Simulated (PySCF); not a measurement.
TiCl2, SMILES [Ti]([Cl])[Cl] (connectivity only; charge and spin as stated), neutral, multiplicity 3.

Geometry optimised at PBE0-D3(BJ)/def2-TZVP. The spin state was assumed, not searched.

Method: PBE0-D3(BJ)/def2-TZVP (PySCF).

Frequencies are harmonic and unscaled.

Modes within 1.5 cm⁻¹ of each other (mostly degenerate sets) share a row, with their intensities summed.

| mode | ν (cm⁻¹) | IR (km/mol) | moving atoms (share of kinetic energy) |
|---|---|---|---|
| 1–2 | 10 | 33.0 | Ti 60 %, Cl 40 % |
| 3 | 333 | 0.0 | Cl 100 % |
| 4 | 486 | 216.2 | Ti 60 %, Cl 40 % |
